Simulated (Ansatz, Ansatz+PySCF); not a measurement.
```xyz
2

O     0.0000    0.0000   -1.0397
O     0.0000    0.0000    1.0397
```

Basis set: STO-3G (spherical functions). Frozen core: 2 orbitals. Correlation on ROHF uses semicanonical orbitals with singles. Charge 0, multiplicity 3.

Computed with Ansatz (development build ahead of 0.2.0); each method stands on the lowest determinant of its kind that the runs found.

**Question.** Give the atomization energy at this shape (free ground-state atoms in the same class of orbitals less the molecule, no zero-point energy) of triplet O₂ by PBE0 (unrestricted), UHF-MP2, ROHF-MP2, ROHF-CCSD(T), UHF, ROHF.

**Answer.**

| method | atomization energy |
| --- | --- |
| PBE0 (unrestricted) | -32.8 kJ/mol |
| UHF-MP2 | -112.9 kJ/mol |
| ROHF-MP2 | -296.9 kJ/mol |
| ROHF-CCSD(T) | -239.0 kJ/mol |
| UHF | -118.2 kJ/mol |
| ROHF | -336.6 kJ/mol |

Caution: the shape is not the minimum. Caution for PBE0 (unrestricted): the unrestricted determinant is spin contaminated. Caution for UHF-MP2, ROHF-MP2: another reference gives a lower total. Caution for UHF-MP2, ROHF-MP2, ROHF-CCSD(T): large amplitudes, a single reference is doubtful. Caution for UHF-MP2, UHF: the determinant may break the point group; the unrestricted determinant is a mixture of spin states. Caution for UHF-MP2, ROHF-MP2, ROHF-CCSD(T), UHF, ROHF: the molecule lies well above its atoms at this level. Caution for ROHF-MP2, ROHF-CCSD(T): a plain start can end on a higher determinant. Caution for ROHF-MP2, ROHF-CCSD(T), ROHF: an unrestricted determinant lies well below. Caution for ROHF-MP2: the program doubts this total.

This basis has no polarisation functions and is too small for such energies, which can lie far from measured ones in either direction.
